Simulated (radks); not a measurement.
Results of a calculation; reference values are marked as such.
Ionisation of I+, [Kr] 4d10 5s2 5p4, to I2+, [Kr] 4d10 5s2 5p3, under several functionals. Scalar-relativistic Kohn-Sham, spin-polarised, spherical densities, finite nucleus; open shells are filled with parallel spins first (spin-orbit coupling, left out, can overturn this in heavy ions); a radial shooting solver on a logarithmic mesh with Libxc functionals.

| functional | E(I+) (hartree) | Exc (hartree) | IE (eV) | -e(HOMO) (eV) | <r> HOMO (bohr) | IE error (eV) |
|---|---|---|---|---|---|---|
| BLYP | -7116.45133 | -181.40886 | 18.721 | 14.469 | 2.348 | -0.410 |
| OLYP | -7118.52086 | -183.61279 | 18.278 | 14.209 | 2.354 | -0.853 |
| AM05 | -7110.23924 | -175.16524 | 18.617 | 14.491 | 2.334 | -0.515 |
| exchange-only r2SCAN | -7113.91917 | -178.49516 | 17.095 | 13.331 | 2.356 | -2.036 |
| r2SCAN | -7116.72854 | -181.33935 | 18.383 | 14.476 | 2.332 | -0.748 |
| Wu-Cohen GGA | -7114.99067 | -179.94788 | 18.712 | 14.577 | 2.324 | -0.419 |
| exchange-only LDA | -7104.94963 | -169.80691 | 17.359 | 13.311 | 2.355 | -1.773 |

NIST Atomic Spectra Database: 19.131 eV (measured). Closest: BLYP. The Delta-SCF values span 1.63 eV, the total energies 13.57 hartree. The highest occupied level is 5p. Open shells are spherical and high-spin; term and fine-structure splittings are not resolved. Spin-orbit splitting is averaged out at the scalar-relativistic level.
